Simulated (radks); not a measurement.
Results of a calculation; reference values are marked as such.
Charge is removed step by step from the 1s level of neutral hydrogen, starting from 1s1. Code: a radial shooting solver on a logarithmic mesh with Libxc functionals. Model: scalar-relativistic Kohn-Sham, PBEsol, spin-unpolarised, spherical densities, finite nucleus; Gaussian nuclear charge, rms radius 0.8783 fm; without spin polarisation the odd electron is poorly described.

| removed (e) | E - E(0) (eV) | eigenvalue (eV) |
|---|---|---|
| 0 | 0.000 | -6.332 |
| 0.1 | 0.690 | -7.480 |
| 0.2 | 1.497 | -8.672 |
| 0.3 | 2.426 | -9.901 |
| 0.4 | 3.479 | -11.156 |
| 0.5 | 4.657 | -12.423 |
| 0.6 | 5.963 | -13.681 |
| 0.7 | 7.392 | -14.893 |

The mean slope of the eigenvalue, de/dn, is 12.2 eV per electron.
